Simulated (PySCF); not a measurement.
C7H7BO, SMILES Bc1ccc(C=O)cc1 (GFN2-xTB optimised geometry):

```
16

B     -1.540    -2.431    -0.002
C     -0.732    -1.108     0.000
C     -1.373     0.141     0.001
C     -0.661     1.321     0.000
C      0.735     1.296    -0.001
C      1.506     2.545    -0.003
O      2.708     2.622    -0.003
C      1.395     0.065     0.000
C      0.672    -1.108     0.000
H     -2.708    -2.400     0.003
H     -0.982    -3.457    -0.009
H     -2.453     0.172     0.002
H     -1.175     2.272     0.000
H      0.875     3.457    -0.005
H      2.475     0.062     0.000
H      1.194    -2.054     0.000
```

Method: PySCF with CAM-B3LYP/def2-TZVP.

Question: What are the frontier orbital energies and the dipole moment?

Answer: HOMO-2 -9.26 eV, HOMO-1 -9.25 eV, HOMO -9.14 eV, LUMO -1.82 eV, LUMO+1 0.21 eV; dipole moment 2.28 D.

Meta-Löwdin charges at CAM-B3LYP/def2-TZVP: B1 -0.01, C2 -0.08, C3 -0.08, C4 -0.11, C5 -0.02, C6 0.28, O7 -0.40, C8 -0.10, C9 -0.08, H10 0.01, H11 0.01, H12 0.12, H13 0.12, H14 0.07, H15 0.14, H16 0.12.
